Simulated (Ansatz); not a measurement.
Born–Oppenheimer molecular dynamics of C₃H₉ClSi (14 atoms, charge 0, multiplicity 1). It starts from a relaxed structure.

The calculation used RKS PBE0-D4/6-31G in Ansatz.

* ensemble: NVT, Nosé–Hoover chain
* time step: 0.5 fs
* steps asked: 154
* set temperature: 300 K
* thermostat: time constant 100 fs, chain length 3 (defaults)
* masses: H 10 u
* seed: 125202

First frame:

```xyz
14
Properties=species:S:1:pos:R:3
Si 0.006 -0.035 -0.097
Cl 0.040 -0.246 2.097
C 1.816 0.047 -0.647
H 2.351 -0.861 -0.354
H 1.873 0.147 -1.738
H 2.320 0.905 -0.193
C -0.936 1.568 -0.460
H -1.955 1.513 -0.067
H -0.435 2.423 0.003
H -0.987 1.737 -1.541
C -0.886 -1.568 -0.761
H -1.903 -1.625 -0.362
H -0.943 -1.525 -1.855
H -0.353 -2.479 -0.477
```

(1) How far do the bonds stretch over the last three quarters of this one trajectory? (Pairs bonded in most of those frames.)

Results:

(1) 
```json
{"bond": "Si1–Cl2", "mean (Å)": "2.228", "spread (Å)": "0.080", "shortest": "2.10", "longest": "2.33"}
{"bond": "Si1–C3", "mean (Å)": "1.902", "spread (Å)": "0.013", "shortest": "1.89", "longest": "1.93"}
{"bond": "Si1–C7", "mean (Å)": "1.904", "spread (Å)": "0.015", "shortest": "1.88", "longest": "1.93"}
{"bond": "Si1–C11", "mean (Å)": "1.904", "spread (Å)": "0.031", "shortest": "1.84", "longest": "1.94"}
{"bond": "C3–H4", "mean (Å)": "1.094", "spread (Å)": "0.013", "shortest": "1.07", "longest": "1.12"}
{"bond": "C3–H5", "mean (Å)": "1.099", "spread (Å)": "0.010", "shortest": "1.08", "longest": "1.12"}
{"bond": "C3–H6", "mean (Å)": "1.096", "spread (Å)": "0.013", "shortest": "1.07", "longest": "1.12"}
{"bond": "C7–H8", "mean (Å)": "1.095", "spread (Å)": "0.004", "shortest": "1.09", "longest": "1.10"}
{"bond": "C7–H9", "mean (Å)": "1.099", "spread (Å)": "0.025", "shortest": "1.06", "longest": "1.14"}
{"bond": "C7–H10", "mean (Å)": "1.099", "spread (Å)": "0.020", "shortest": "1.07", "longest": "1.13"}
{"bond": "C11–H12", "mean (Å)": "1.096", "spread (Å)": "0.019", "shortest": "1.06", "longest": "1.13"}
{"bond": "C11–H13", "mean (Å)": "1.095", "spread (Å)": "0.006", "shortest": "1.08", "longest": "1.10"}
{"bond": "C11–H14", "mean (Å)": "1.097", "spread (Å)": "0.026", "shortest": "1.05", "longest": "1.14"}
```

Mean temperature of the second half: 149 K. The conserved energy stayed within 0.042 meV per atom of its start (net change 0.041 meV per atom), so the integration is sound. The mean temperature of the second half is 50 % below the set value. A run of 0.077 ps of so small a system gives no equilibrium averages. Limits of this set-up: no polarisation functions.

The run took 13 min on 1 thread of Arm Neoverse V1, on a shared host, peak memory 0.16 GiB.
